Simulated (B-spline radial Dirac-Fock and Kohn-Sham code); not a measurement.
**Dipole and non-dipole photoemission parameters of Cs⁺ 3d5/2**

System: the Cs⁺ ion, [Kr] 4d10 5s2 5p6; threshold 738.0 eV (orbital energy of the model). Calculated with an atomic code on a B-spline grid, using Dirac-Hartree-Slater photoionisation with a Latter tail; cross sections with all multipoles, angular parameters from the dipole term and its interference with E2.

The run's input, task.json:

```json
{"items": [{
  "Z": 55,
  "q": 1,
  "cfg": [[1, 0, 2], [2, 0, 2], [2, 1, 6], [3, 0, 2], [3, 1, 6], [3, 2, 10], [4, 0, 2], [4, 1, 6], [4, 2, 10], [5, 0, 2], [5, 1, 6]],
  "A": 133,
  "rrms": 4.8041,
  "do": "xps",
  "hv": [80, 98.4, 100, 101.0, 122.0, 137.0, 197.0, 200, 280.0, 282.0, 400, 413.0, 509.0, 523.0, 708.0, 1320.0, 1486.9, 1760.0, 1880.0, 1970.0, 2000, 2410.0, 3210.0, 4200.0, 6000, 7800.0, 9210.0, 11900.0, 15000]
}]}
```

Command: `python xray2_run.py task.json out`

For linearly polarised light dσ/dΩ = σ/(4π) [1 + β P₂(cos θ) + (δ + γ cos²θ) sin θ cos φ], with θ from the polarisation vector and φ the angle between the beam and the projection of the electron momentum on the plane normal to the polarisation.

```tsv
hν (eV)	σ (kb)	β	γ	δ
1320	446	1.077	-0.031	0.030
1486.9	324	1.144	0.032	0.038
1760	202	1.200	0.141	0.050
1880	167	1.212	0.188	0.054
1970	146	1.218	0.223	0.057
2000	140	1.219	0.235	0.058
2410	80.1	1.222	0.383	0.071
3210	32.7	1.181	0.628	0.096
4200	?	?	?	?
6000	3.98	0.984	1.159	0.181
7800	1.56	0.883	1.366	0.237
9210	0.845	0.817	1.490	0.279
11900	0.321	0.716	1.669	0.357
15000	0.131	0.628	1.808	0.441
```

Question: Give the values at 4200 eV.

Answer: σ = 13.6 kb, β = 1.108, γ = 0.858, δ = 0.126.
